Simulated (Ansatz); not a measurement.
Consider the ligand exchange at the Si–C bond: `CC(F)=C=C[SiH3]` + `CNCS` → `CNCS[SiH3]` + `C=C=C(C)F`.

Isolated molecules relaxed with PBE0-D4/def2-TZVP in Ansatz; ΔE leaves out vibrations. CCSD(T)/CBS adds triple-zeta CCSD(T) − MP2 to the extrapolated MP2 energy (def2 sets, frozen cores). Functionals use def2-TZVPP. B3LYP here is the variant with VWN-RPA as its local correlation; programs differ in this. One conformer a species, not always the lowest.

`CC(F)=C=C[SiH3]`:

Cartesian coordinates in Å:
```
C 2.384 -0.149 -0.327
C 1.079 0.111 -0.980
F 1.096 -0.109 -2.315
C -0.020 0.521 -0.411
C -1.115 0.877 0.197
Si -2.318 -0.385 0.868
H 2.319 0.040 0.743
H 3.158 0.494 -0.755
H 2.685 -1.189 -0.487
H -1.336 1.940 0.309
H -1.791 -1.746 0.604
H -2.495 -0.186 2.332
H -3.646 -0.218 0.220
```

`CNCS`:

Cartesian coordinates in Å:
```
C -1.272 -0.713 0.611
N -0.150 0.196 0.688
C 0.495 0.403 -0.579
S 1.787 1.663 -0.355
H -1.691 -0.860 1.608
H -1.022 -1.702 0.193
H -2.055 -0.276 -0.015
H 0.530 -0.117 1.370
H -0.251 0.766 -1.290
H 0.962 -0.497 -1.009
H 2.666 1.137 -1.221
```

`CNCS[SiH3]`:

```xyz
14

C     0.500   -0.160    2.323
N     1.284   -0.083    1.110
C     0.578   -0.312   -0.094
S    -0.754    0.973   -0.438
Si   -1.311    0.350   -2.384
H     0.056   -1.156    2.402
H    -0.315    0.576    2.373
H     1.152   -0.017    3.185
H     1.814    0.776    1.066
H     1.264   -0.293   -0.941
H     0.080   -1.282   -0.052
H    -1.878   -1.027   -2.377
H    -0.137    0.348   -3.300
H    -2.332    1.308   -2.873
```

`C=C=C(C)F`:

```xyz
10

C    -0.613   -0.298   -2.004
C    -0.218   -0.410   -0.771
C     0.177   -0.484    0.467
C     0.405    0.637    1.409
F     0.426   -1.694    1.020
H     0.097   -0.199   -2.822
H    -1.668   -0.308   -2.266
H    -0.242    0.532    2.285
H     0.194    1.590    0.925
H     1.442    0.635    1.756
```

| level | ΔE (kJ/mol) |
| --- | --- |
| PBE-D4 | -65.7 |
| B3LYP-D4 | -61.7 |
| ωB97M-V | -58.8 |
| PBE0 | -61.6 |
| CCSD/def2-TZVPP | -54.9 |
| HF/def2-QZVPP | -52.0 |
| SCS-MP2/def2-QZVPP | -57.5 |
| CCSD/CBS(def2) | -57.6 |

Question: What does CCSD(T)/CBS give? (Estimate.)

Answer: Computed: -59.7 kJ/mol. The listed levels differ from it by -6.0, -2.0, 0.9, -1.9, 4.8, 7.7, 2.2, 2.1 kJ/mol.

Largest T1 diagnostic among the species: 0.012.

The D4 term adds −3.7 kJ/mol with B3LYP and −1.8 kJ/mol with PBE0; it sums over pairs of atoms, weighted by their polarisabilities, and B3LYP, whose exchange is more repulsive, gets the larger term. In def2-TZVPP, CCSD(T) changes the Hartree–Fock value by −4.3 kJ/mol (the triples alone add −2.1 kJ/mol) and MP2 by −6.6 kJ/mol.
